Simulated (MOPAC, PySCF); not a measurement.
[W(F)2(NH2)4], neutral singlet in the gas phase. 

Cartesian coordinates (Å):
```xyz
15

W      0.2855     0.1527     0.0192
F      1.1852    -1.5291     0.3386
F     -0.8464    -0.0748     1.5782
N      1.1828     0.8104    -1.6207
H      0.8197     0.6724    -2.5708
H      1.9709     1.4680    -1.6226
N     -0.8021     1.7987    -0.0280
H     -0.7588     2.5616    -0.7121
H     -1.5143     1.9773     0.6928
N     -0.8305    -1.0228    -1.1437
H     -1.7344    -0.7702    -1.5592
H     -0.5983    -2.0042    -1.3310
N      1.8467     0.8235     1.0642
H      1.9394     1.7627     1.4676
H      2.6339     0.2243     1.3356
```
Charge 0, multiplicity 1.

All levels are single points at this geometry (BP86-D3(BJ)/def2-SVP); Pople sets use spherical d functions. Orbital energies aren't observables, and empty levels follow the basis.

B3LYP/6-31G* (LANL2DZ on W) in PySCF gives HOMO (eV) = -6.47.

Problem. Estimate the HOMO (eV) from each of these levels: PBE-D3(BJ)/def2-TZVP in PySCF; TPSSh-D3(BJ)/def2-TZVP in PySCF; B3LYP/LANL2DZ in PySCF; BP86/6-31G* (LANL2DZ on W) in PySCF; M06-2X/6-31G* (LANL2DZ on W) in PySCF; SVWN5/6-31G* (LANL2DZ on W) in PySCF; PM6 in MOPAC; PM7 in MOPAC.

Solution. 
```tsv
level	HOMO (eV)
PBE-D3(BJ)/def2-TZVP in PySCF	-5.77
TPSSh-D3(BJ)/def2-TZVP in PySCF	-6.34
B3LYP/LANL2DZ in PySCF	-6.73
BP86/6-31G* (LANL2DZ on W) in PySCF	-5.47
M06-2X/6-31G* (LANL2DZ on W) in PySCF	-8.06
SVWN5/6-31G* (LANL2DZ on W) in PySCF	-5.52
PM6 in MOPAC	-7.53
PM7 in MOPAC	-9.84
```
